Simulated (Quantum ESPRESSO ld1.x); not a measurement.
ld1.x (Quantum ESPRESSO 7.5) input

```
 &input
    atom='Tm',
    iswitch=1,
    rel=2,
    dft='PBESOL',
    config='[Kr] 4d10 4f9 5s1 5p0 6s0 5d0',
    rel_dist='energy',
    verbosity='high',
    lsmall=.true.,
    prefix='ld1',
    max_out_wfc=37,
    file_charge='ld1.rho',
 /
```

Command: `OMP_NUM_THREADS=1 ld1.x < ld1.in > ld1.out`

It prints (banner and zero overlaps left out):

```
     Program LD1 v.7.5 starts

     --------------------------- All-electron run ----------------------------

     dirac relativistic calculation

     atomic number is 69.00
     dft =PBESOL   lsd =0 sic =0 latt =0  beta=0.20 tr2=1.0E-14
     Exchange-correlation= PBESOL
                           (   1   4  10   8   0   0   0)
     mesh =2105 r(mesh) =  99.27497 a.u. xmin = -8.00 dx = 0.00800
     1 Ry =  13.60569312 eV, c = 137.03599908

     n l j   nl                  e(Ry)          e(Ha)          e(eV)
     Spin orbit split results
     1 0 0.5 1S 1( 2.00)   -4370.755843228   -2185.377921614 -59467.1627185
     2 0 0.5 2S 1( 2.00)    -753.382309556    -376.691154778 -10250.2885081
     2 1 0.5 2P 1( 2.00)    -719.049288296    -359.524644148  -9783.1639569
     2 1 1.5 2P 1( 4.00)    -647.031818836    -323.515909418  -8803.3163679
     3 0 0.5 3S 1( 2.00)    -184.540512290     -92.270256145  -2510.8015790
     3 1 0.5 3P 1( 2.00)    -169.434424482     -84.717212241  -2305.2727840
     3 1 1.5 3P 1( 4.00)    -154.222649791     -77.111324895  -2098.3060457
     4 0 0.5 4S 1( 2.00)     -51.717782395     -25.858891197   -703.6562763
     4 1 0.5 4P 1( 2.00)     -45.616236614     -22.808118307   -620.6405168
     4 1 1.5 4P 1( 4.00)     -42.094007738     -21.047003869   -572.7181516
     3 2 1.5 3D 1( 4.00)    -128.445865257     -64.222932629  -1747.5950256
     3 2 2.5 3D 1( 6.00)    -125.120373476     -62.560186738  -1702.3494049
     4 2 1.5 4D 1( 4.00)     -32.007409922     -16.003704961   -435.4829971
     4 2 2.5 4D 1( 6.00)     -31.348388308     -15.674194154   -426.5165512
     4 3 2.5 4F 1( 6.00)     -18.841134974      -9.420567487   -256.3467005
     4 3 3.5 4F 1( 3.00)     -18.720033459      -9.360016729   -254.6990305
     5 0 0.5 5S 1( 1.00)     -20.191265706     -10.095632853   -274.7161650
     5 1 0.5 5P 1( 0.00)     -18.047546527      -9.023773264   -245.5493797
     5 1 1.5 5P 1( 0.00)     -17.220695659      -8.610347829   -234.2995005
     6 0 0.5 6S 1( 0.00)     -10.944147821      -5.472073911   -148.9027167
     5 2 1.5 5D 1( 0.00)     -13.841070539      -6.920535270   -188.3173583
     5 2 2.5 5D 1( 0.00)     -13.693854923      -6.846927461   -186.3143877
     Averaged results
     1 0     1S 1( 2.00)   -4370.755843228   -2185.377921614 -59467.1627185
     2 0     2S 1( 2.00)    -753.382309556    -376.691154778 -10250.2885081
     2 1     2P 1( 6.00)    -671.037641989    -335.518820995  -9129.9322309
     3 0     3S 1( 2.00)    -184.540512290     -92.270256145  -2510.8015790
     3 1     3P 1( 6.00)    -159.293241354     -79.646620677  -2167.2949584
     4 0     4S 1( 2.00)     -51.717782395     -25.858891197   -703.6562763
     4 1     4P 1( 6.00)     -43.268084030     -21.634042015   -588.6922733
     3 2     3D 1(10.00)    -126.450570188     -63.225285094  -1720.4476532
     4 2     4D 1(10.00)     -31.611996953     -15.805998477   -430.1031296
     4 3     4F 1( 9.00)     -18.771934108      -9.385967054   -255.4051748
     5 0     5S 1( 1.00)     -20.191265706     -10.095632853   -274.7161650
     5 1     5P 1( 0.00)     -17.496312615      -8.748156307   -238.0494602
     6 0     6S 1( 0.00)     -10.944147821      -5.472073911   -148.9027167
     5 2     5D 1( 0.00)     -13.752741169      -6.876370585   -187.1155760

     final scf error:  9.9E-15 reached in  38 iterations

     Etot =  -27046.471494 Ry,  -13523.235747 Ha, -367985.991208 eV

     Ekin =   29962.510906 Ry,   14981.255453 Ha,  407660.728587 eV
     Encl =  -65949.835376 Ry,  -32974.917688 Ha, -897293.221642 eV
     Eh   =    9486.768168 Ry,    4743.384084 Ha,  129074.056429 eV
     Exc  =    -545.915193 Ry,    -272.957596 Ha,   -7427.554582 eV

     normalization and overlap integrals

     s(1S/1S) =  1.000000  <r> =   0.0200  <r2> =    0.0005  r(max) =   0.0126
     LC norm =  0.93314750 + SC norm =  0.06685250 =  1.00000000
     s(2S/2S) =  1.000000  <r> =   0.0843  <r2> =    0.0085  r(max) =   0.0718
     LC norm =  0.98503899 + SC norm =  0.01496101 =  1.00000000
     s(2P/2P) =  1.000000  <r> =   0.0701  <r2> =    0.0061  r(max) =   0.0543
     LC norm =  0.98497626 + SC norm =  0.01502374 =  1.00000000
     s(2P/2P) =  1.000000  <r> =   0.0775  <r2> =    0.0073  r(max) =   0.0602
     LC norm =  0.98624568 + SC norm =  0.01375432 =  1.00000000
     s(3S/3S) =  1.000000  <r> =   0.2205  <r2> =    0.0557  r(max) =   0.2031
     LC norm =  0.99515893 + SC norm =  0.00484107 =  1.00000000
     s(3P/3P) =  1.000000  <r> =   0.2103  <r2> =    0.0515  r(max) =   0.1920
     LC norm =  0.99521565 + SC norm =  0.00478435 =  1.00000000
     s(3P/3P) =  1.000000  <r> =   0.2241  <r2> =    0.0583  r(max) =   0.2047
     LC norm =  0.99557603 + SC norm =  0.00442397 =  1.00000000
     s(4S/4S) =  1.000000  <r> =   0.4940  <r2> =    0.2754  r(max) =   0.4630
     LC norm =  0.99841070 + SC norm =  0.00158930 =  1.00000000
     s(4P/4P) =  1.000000  <r> =   0.5010  <r2> =    0.2855  r(max) =   0.4630
     LC norm =  0.99849105 + SC norm =  0.00150895 =  1.00000000
     s(4P/4P) =  1.000000  <r> =   0.5310  <r2> =    0.3203  r(max) =   0.4936
     LC norm =  0.99862152 + SC norm =  0.00137848 =  1.00000000
     s(3D/3D) =  1.000000  <r> =   0.1973  <r2> =    0.0457  r(max) =   0.1610
     LC norm =  0.99569283 + SC norm =  0.00430717 =  1.00000000
     s(3D/3D) =  1.000000  <r> =   0.2015  <r2> =    0.0476  r(max) =   0.1650
     LC norm =  0.99579466 + SC norm =  0.00420534 =  1.00000000
     s(4D/4D) =  1.000000  <r> =   0.5500  <r2> =    0.3491  r(max) =   0.4936
     LC norm =  0.99878978 + SC norm =  0.00121022 =  1.00000000
     s(4D/4D) =  1.000000  <r> =   0.5598  <r2> =    0.3614  r(max) =   0.5015
     LC norm =  0.99882381 + SC norm =  0.00117619 =  1.00000000
     s(4F/4F) =  1.000000  <r> =   0.6118  <r2> =    0.4471  r(max) =   0.4704
     LC norm =  0.99913159 + SC norm =  0.00086841 =  1.00000000
     s(4F/4F) =  1.000000  <r> =   0.6170  <r2> =    0.4543  r(max) =   0.4742
     LC norm =  0.99914340 + SC norm =  0.00085660 =  1.00000000
     s(5S/5S) =  1.000000  <r> =   1.0434  <r2> =    1.2111  r(max) =   0.9979
     LC norm =  0.99951462 + SC norm =  0.00048538 =  1.00000000
     s(5P/5P) =  1.000000  <r> =   1.0973  <r2> =    1.3431  r(max) =   1.0470
     LC norm =  0.99955627 + SC norm =  0.00044373 =  1.00000000
     s(5P/5P) =  1.000000  <r> =   1.1477  <r2> =    1.4684  r(max) =   1.0984
     LC norm =  0.99958326 + SC norm =  0.00041674 =  1.00000000
     s(6S/6S) =  1.000000  <r> =   1.8384  <r2> =    3.7528  r(max) =   1.8625
     LC norm =  0.99977252 + SC norm =  0.00022748 =  1.00000000
     s(5D/5D) =  1.000000  <r> =   1.2791  <r2> =    1.8342  r(max) =   1.2188
     LC norm =  0.99965428 + SC norm =  0.00034572 =  1.00000000
     s(5D/5D) =  1.000000  <r> =   1.2939  <r2> =    1.8765  r(max) =   1.2286
     LC norm =  0.99965948 + SC norm =  0.00034052 =  1.00000000

     LC charge = 55.64002672 + SC charge =  0.35997328 = 56.00000000

     ------------------------ End of All-electron run ------------------------
```

Run on one thread of a shared host, so times are rough (Intel(R) Xeon(R) Processor @ 2.60GHz): 0.74 s of CPU time, 0.88 s wall, 38 iterations on 2105 mesh points.
